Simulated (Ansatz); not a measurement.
# Molecular dynamics of FH3Sb, charge -1

Input:

```yaml
crystal:
  periodic: [false, false, false]
  atoms:
    - { symbol: F, position_ang: [0.536249, 1.44468, -1.492591] }
    - { symbol: Sb, position_ang: [-0.551604, 0.208578, -0.00572] }
    - { symbol: H, position_ang: [0.7995, 0.549138, 1.019811] }
    - { symbol: H, position_ang: [0.18509, -1.126604, -0.822893] }
    - { symbol: H, position_ang: [-0.969235, -1.075792, 1.301492] }
total_charge: -1
basis:
  gaussian: { orbitals: def2-mTZVP }
hamiltonian:
  xc: b3lyp
  dispersion: d4
md:
  timestep: 3.0
  n_steps: 40
  ensemble: nvt_nose_hoover
  temperature: 500.0
  initial_velocities: maxwell_boltzmann
  seed: 554607
```

Launched with:

```bash
$ ansatz run input.yaml --threads 1 --pin off --max-ram 2048MiB --backend cpu --events-out ev --progress --plain --runs-dir out
```

It starts from a relaxed structure.

Output, in part (step lines, the closing report, with atoms numbered from 0):

```
md step     0: t =     0.00 fs  T =   500.0 K  F+E_penalty+E_count = -9307.72164732 eV  E_kin = 0.193890 eV  conserved = -9307.52775732 eV  (24 SCF iters)
[... lines left out ...]
Total energy: -9307.46649771 eV, -342.0430849634 hartree
Atom 0 at     0.513660     1.425212    -1.466231 Å, force     0.241472     0.188812    -0.222404 eV/Å
Atom 1 at    -0.547827     0.211203    -0.012168 Å, force    -0.760708     1.325581     1.660783 eV/Å
Atom 2 at     0.746822     0.343046     1.151359 Å, force     0.205752     0.505457    -0.414154 eV/Å
Atom 3 at     0.160141    -1.005378    -0.807472 Å, force     0.688011    -1.567057    -0.750803 eV/Å
Atom 4 at    -0.922049    -0.941114     1.436567 Å, force    -0.374528    -0.452793    -0.273422 eV/Å
Dipole moment:    -0.373106    -0.138586     0.098460 e Å
```

The steps, from the saved trajectory:

| time (fs) | T (K) | potential energy less start (eV) | conserved less start (meV/atom) |
| --- | --- | --- | --- |
| 0.0 | 500 | 0.000 | 0.00 |
| 3.0 | 293 | 0.104 | 4.71 |
| 6.0 | 136 | 0.169 | 5.46 |
| 9.0 | 220 | 0.121 | 2.55 |
| 12.0 | 147 | 0.159 | 4.33 |
| 15.0 | 261 | 0.115 | 4.31 |
| 18.0 | 461 | 0.021 | 0.88 |
| 21.0 | 240 | 0.130 | 5.34 |
| 24.0 | 147 | 0.165 | 5.01 |
| 27.0 | 204 | 0.130 | 2.46 |
| 30.0 | 96 | 0.189 | 5.74 |
| 33.0 | 275 | 0.108 | 3.18 |
| 36.0 | 464 | 0.028 | 1.58 |
| 39.0 | 289 | 0.116 | 5.19 |
| 42.0 | 240 | 0.133 | 4.55 |
| 45.0 | 251 | 0.117 | 2.08 |
| 48.0 | 95 | 0.205 | 7.33 |
| 51.0 | 330 | 0.086 | 1.52 |
| 54.0 | 463 | 0.041 | 2.21 |
| 57.0 | 290 | 0.125 | 5.15 |
| 60.0 | 265 | 0.131 | 4.02 |
| 63.0 | 213 | 0.142 | 1.89 |
| 66.0 | 51 | 0.239 | 8.50 |
| 69.0 | 325 | 0.096 | 0.76 |
| 72.0 | 407 | 0.082 | 3.65 |
| 75.0 | 330 | 0.120 | 4.63 |
| 78.0 | 348 | 0.111 | 3.49 |
| 81.0 | 215 | 0.159 | 2.17 |
| 84.0 | 82 | 0.247 | 9.06 |
| 87.0 | 387 | 0.090 | 0.82 |
| 90.0 | 389 | 0.116 | 5.38 |
| 93.0 | 381 | 0.122 | 4.98 |
| 96.0 | 432 | 0.100 | 3.48 |
| 99.0 | 229 | 0.184 | 3.74 |
| 102.0 | 117 | 0.252 | 8.14 |
| 105.0 | 357 | 0.136 | 2.84 |
| 108.0 | 356 | 0.159 | 6.56 |
| 111.0 | 440 | 0.128 | 5.70 |
| 114.0 | 530 | 0.092 | 3.94 |
| 117.0 | 293 | 0.195 | 5.06 |
| 120.0 | 180 | 0.255 | 7.72 |

All steps were run. The conserved energy wandered by up to 9.1 meV per atom (net 7.7 meV per atom), which is poor conservation. The mean temperature of the second half is 40 % below the set value. A step of 3 fs is long for free X–H stretches (periods near 10 fs) and can bias their spread and the temperature. A run of 0.12 ps of so small a system gives no equilibrium averages. Limits of this set-up: an anion without diffuse functions, the dipole of an ion depends on the origin.

The same pairs are bonded in the first frame and the last. Pairs count as bonded within 1.25 times the sum of covalent radii (0.12 Å more for H–H).

Last frame:

```xyz
5
Properties=species:S:1:pos:R:3
F 0.514 1.425 -1.466
Sb -0.548 0.211 -0.012
H 0.747 0.343 1.151
H 0.160 -1.005 -0.807
H -0.922 -0.941 1.437
```

Run time: 87 s on 1 thread of Arm Neoverse V1 (shared host), peak memory 0.12 GiB.
